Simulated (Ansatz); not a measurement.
Relaxation of C2H5ISi (9 atoms, charge 0, multiplicity 1), to a largest force component of 0.015 eV/Å in at most 40 steps.

Theory: Ansatz, RKS PBE0-D4/def2-SVP.

```xyz
9
Properties=species:S:1:pos:R:3:forces:R:3
Si -0.928 0.558 -0.766 -1.52 2.22 -1.05
C 0.011 -0.574 0.214 0.57 -0.15 0.25
C 1.161 -0.298 0.775 1.72 0.83 0.78
I 2.300 -1.677 1.880 -0.02 0.01 0.02
H -0.279 1.905 -0.875 0.12 -0.10 0.07
H -1.164 0.084 -2.150 0.00 -0.25 -0.21
H -2.278 0.797 -0.144 0.09 -0.12 -0.06
H -0.404 -1.533 0.304 -0.61 -1.87 0.29
H 1.669 0.693 0.745 -0.36 -0.57 -0.08
```

Where does it end, and by what steps?

It converged. After 9 steps the energy has fallen by 0.224 eV; H8 moved furthest, 0.12 Å.

| step | energy less start (eV) | largest force component (eV/Å) | accepted |
| --- | --- | --- | --- |
| 0 | 0.0000 | 2.220 | yes |
| 1 | -0.1813 | 0.867 | yes |
| 2 | -0.2071 | 0.412 | yes |
| 3 | -0.2145 | 0.156 | yes |
| 4 | -0.2231 | 0.029 | yes |
| 5 | -0.2237 | 0.028 | yes |
| 6 | -0.2239 | 0.027 | yes |
| 7 | -0.2241 | 0.045 | yes |
| 8 | -0.2240 | 0.088 | no |
| 9 | -0.2241 | 0.001 | yes |

```xyz
9
Properties=species:S:1:pos:R:3
Si -0.972 0.617 -0.785
C 0.005 -0.629 0.216
C 1.174 -0.308 0.773
I 2.346 -1.624 1.911
H -0.220 1.907 -0.814
H -1.171 0.121 -2.181
H -2.319 0.835 -0.174
H -0.392 -1.643 0.347
H 1.638 0.679 0.690
```

The run took 31 s on 2 threads of Arm Neoverse V1, with other jobs on the host, peak memory 0.22 GiB.
